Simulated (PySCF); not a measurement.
Si(F)(Cl)2(vinyl) (C2H3Cl2FSi), SMILES C=C[Si](F)(Cl)Cl.

Coordinates come from a PBE0-D3(BJ)/def2-SVP optimisation. Other conformers were not sampled.

These are TDA-PBE/def2-SVPD run with PySCF values and carry that method's errors.

Vertical excitations. The molecule is in vacuum. State labels are in the subgroup Cs.

```csv
state,symmetry,energy (eV),λ (nm),f,main pairs
S1,A',5.80,214,0.014,HOMO−1→LUMO 88 %
S2,A",6.04,205,0.012,HOMO−2→LUMO 97 %
S3,A',6.08,204,0.048,"HOMO−3→LUMO 75 %, HOMO→LUMO 18 %"
S4,A",6.47,192,0.001,HOMO−4→LUMO 99 %
S5,A",6.82,182,0.000,HOMO→LUMO+1 96 %
S6,A",7.01,177,0.001,HOMO−5→LUMO 88 %
S7,A",7.11,174,0.006,HOMO→LUMO+2 91 %
S8,A',7.46,166,0.092,"HOMO−2→LUMO+1 36 %, HOMO→LUMO 22 %, HOMO−6→LUMO 17 %, HOMO−3→LUMO 10 %"
S9,A",7.47,166,0.031,HOMO−1→LUMO+1 85 %
S10,A',7.52,165,0.300,"HOMO−2→LUMO+1 55 %, HOMO−2→LUMO+2 20 %, HOMO→LUMO 14 %"
T1,A',4.29,289,0,HOMO→LUMO 92 %
T2,A",5.59,222,0,HOMO−2→LUMO 98 %
T3,A',5.74,216,0,HOMO−1→LUMO 95 %
T4,A',6.04,205,0,HOMO−3→LUMO 94 %
```
Triplets are in the Tamm–Dancoff approximation.
